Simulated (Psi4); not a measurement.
triflic acid (CHF$_{3}$O$_{3}$S), singlet, at a GFN2-xTB geometry; X3LYP/STO-3G (Psi4).

Psi4 was given this input:
```
memory 2 GB

molecule {
0 1
O     1.41469782   -0.49779905   -1.06169565
S     0.80886675    0.30104012    0.16311669
O     1.27034678   -0.28302073    1.37173556
O     0.90598970    1.68891681   -0.07270317
C    -0.97345522   -0.20872619   -0.06496558
F    -1.73274043    0.25154402    0.91428660
F    -1.43423367    0.23041401   -1.22337302
F    -1.01685156   -1.53813106   -0.06070275
H     1.82502020   -1.32350365   -0.79066498
}

set {
  basis sto-3g
}

energy('x3lyp')
print_variables()
```

What the program printed (banner, timings and long lists left out):

```
   => Loading Basis Set <=

    Name: STO-3G
    Role: ORBITAL
    Keyword: BASIS

         ---------------------------------------------------------
                                   SCF
               by Justin Turney, Rob Parrish, Andy Simmonett
                          and Daniel G. A. Smith
                              RKS Reference
         ---------------------------------------------------------

  ==> Geometry <==

    Molecular point group: c1
    Full point group: C1

    Geometry (in Angstrom), charge = 0, multiplicity = 1:

       Center              X                  Y                   Z               Mass
    ------------   -----------------  -----------------  -----------------  -----------------
         O            1.454900153766    -0.499437056324    -1.064426492023    15.994914619570
         S            0.849069083766     0.299402113676     0.160385847977    31.972071174400
         O            1.310549113766    -0.284658736324     1.369004717977    15.994914619570
         O            0.946192033766     1.687278803676    -0.075434012023    15.994914619570
         C           -0.933252886234    -0.210364196324    -0.067696422023    12.000000000000
         F           -1.692538096234     0.249906013676     0.911555757977    18.998403162730
         F           -1.394031336234     0.228776003676    -1.226103862023    18.998403162730
         F           -0.976649226234    -1.539769066324    -0.063433592023    18.998403162730
         H            1.865222533766    -1.325141656324    -0.793395822023     1.007825032230

  Running in c1 symmetry.

  Rotational constants: A =      0.08916  B =      0.05217  C =      0.05159 [cm^-1]
  Rotational constants: A =   2673.02825  B =   1564.14525  C =   1546.67061 [MHz]
  Nuclear repulsion =  570.166206919290516

  Charge       = 0
  Multiplicity = 1
  Electrons    = 74
  Nalpha       = 37
  Nbeta        = 37

  ==> Algorithm <==

  SCF Algorithm Type is DF.
  DIIS enabled.
  MOM disabled.
  Fractional occupation disabled.
  Guess Type is SAD.
  Energy threshold   = 1.00e-06
  Density threshold  = 1.00e-06
  Integral threshold = 1.00e-12

  ==> Primary Basis <==

  Basis Set: STO-3G
    Blend: STO-3G
    Number of shells: 27
    Number of basis functions: 45
    Number of Cartesian functions: 45
    Spherical Harmonics?: true
    Max angular momentum: 1

  ==> DFT Potential <==

   => LibXC <=

    Version 7.1.2
    S. Lehtola, C. Steigemann, M. J. T. Oliveira, and M. A. L. Marques,  SoftwareX 7, 1–5 (2018) (10.1016/j.softx.2017.11.002)

   => Composite Functional: X3LYP <=

    X3LYP Hyb-GGA Exchange-Correlation Functional

    X. Xu and W. A. Goddard,  Proc. Natl. Acad. Sci. U. S. A. 101, 2673 (2004) (10.1073/pnas.0308730100)

    Deriv               =              1
    GGA                 =           TRUE
    Meta                =          FALSE

    Exchange Hybrid     =           TRUE
    MP2 Hybrid          =          FALSE

   => Exchange Functionals <=

    0.0730   Slater exchange
    0.5424         Becke 88
    0.1666   Perdew & Wang 91

   => Exact (HF) Exchange <=

    0.2180               HF

   => Correlation Functionals <=

    0.1290   Vosko, Wilk & Nusair (VWN5_RPA)
    0.8710   Lee, Yang & Parr

   => LibXC Density Thresholds  <==

    XC_HYB_GGA_XC_X3LYP:  1.00E-15

   => Molecular Quadrature <=

    Radial Scheme          =       TREUTLER
    Pruning Scheme         =           NONE
    Nuclear Scheme         =       TREUTLER

    Blocking Scheme        =         OCTREE
    BS radius alpha        =              1
    Pruning alpha          =              1
    Radial Points          =             75
    Spherical Points       =            302
    Total Points           =         188903
    Total Blocks           =           1490
    Max Points             =            256
    Max Functions          =             40
    Weights Tolerance      =       1.00E-15

   => Loading Basis Set <=

    Name: (STO-3G AUX)
    Role: JKFIT
[...]
  Using in-core AOs.

  ==> MemDFJK: Density-Fitted J/K Matrices <==

    J tasked:                   Yes
    K tasked:                   Yes
    wK tasked:                   No
    Algorithm:                 Core
    Schwarz Cutoff:           1E-12
    Mask sparsity (%):       3.6543
    Fitting Condition:        1E-10

   => Auxiliary Basis Set <=

  Basis Set: (STO-3G AUX)
    Blend: DEF2-UNIVERSAL-JKFIT
    Number of shells: 219
    Number of basis functions: 683
    Number of Cartesian functions: 822
    Spherical Harmonics?: true
    Max angular momentum: 4

  Minimum eigenvalue in the overlap matrix is 2.7595488492E-01.
  Reciprocal condition number of the overlap matrix is 1.3947314963E-01.
    Using symmetric orthogonalization.

  ==> Pre-Iterations <==

  SCF Guess: Superposition of Atomic Densities via on-the-fly atomic UHF (no occupation information).

   -------------------------
    Irrep   Nso     Nmo
   -------------------------
     A         45      45
   -------------------------
    Total      45      45
   -------------------------

  ==> Iterations <==

                           Total Energy        Delta E     RMS |[F,P]|

   @DF-RKS iter SAD:  -947.99287570677870   -9.47993e+02   0.00000e+00
   @DF-RKS iter   1:  -948.50191488889300   -5.09039e-01   1.90073e-02 DIIS/ADIIS
   @DF-RKS iter   2:  -947.27108028905934    1.23083e+00   3.57122e-02 DIIS/ADIIS
   @DF-RKS iter   3:  -948.97116132126894   -1.70008e+00   6.60428e-03 DIIS/ADIIS
   @DF-RKS iter   4:  -949.02768822337430   -5.65269e-02   1.90278e-03 DIIS/ADIIS
   @DF-RKS iter   5:  -949.03217046603447   -4.48224e-03   6.45850e-04 DIIS/ADIIS
   @DF-RKS iter   6:  -949.03274252083293   -5.72055e-04   2.66692e-04 DIIS/ADIIS
   @DF-RKS iter   7:  -949.03283526726216   -9.27464e-05   4.01598e-05 DIIS
   @DF-RKS iter   8:  -949.03283743232612   -2.16506e-06   8.38185e-06 DIIS
   @DF-RKS iter   9:  -949.03283754877759   -1.16451e-07   9.93800e-07 DIIS
  Energy and wave function converged.

  ==> Post-Iterations <==

   Electrons on quadrature grid:
      Ntotal   =   73.9999996798 ; deviation = -3.202e-07

    Orbital Energies [Eh]
    ---------------------

    Doubly Occupied:

[...]
      37A     -0.137412

    Virtual:

[...]
    Final Occupation by Irrep:
              A
    DOCC [    37 ]
    NA   [    37 ]
    NB   [    37 ]

  @DF-RKS Final Energy:  -949.03283754877759

   => Energetics <=

    Nuclear Repulsion Energy =            570.1662069192905165
    One-Electron Energy =               -2453.2871503495989600
    Two-Electron Energy =                1004.4451610109438207
    DFT Exchange-Correlation Energy =     -70.3570551294130127
    Empirical Dispersion Energy =           0.0000000000000000
    VV10 Nonlocal Energy =                  0.0000000000000000
    Total Energy =                       -949.0328375487775929

Computation Completed

Properties will be evaluated at   0.000000,   0.000000,   0.000000 [a0]

Properties computed using the SCF density matrix

 Multipole Moments:

 ------------------------------------------------------------------------------------
     Multipole            Electronic (a.u.)      Nuclear  (a.u.)        Total (a.u.)
 ------------------------------------------------------------------------------------

 L = 1.  Multiply by 2.5417464519 to convert [e a0] to [Debye]
 Dipole X            :         -5.7597079            5.6218843           -0.1378237
 Dipole Y            :         -0.5351337           -0.2290582           -0.7641919
 Dipole Z            :          0.1244181           -0.3818803           -0.2574622
 Magnitude           :                                                    0.8180901

 ------------------------------------------------------------------------------------

  Variable Map:
  ----------------------------------------------------------------------------
[...]
  Array Variable Map:
  ----------------------------------------------------------------------------
[...]
[...]
```
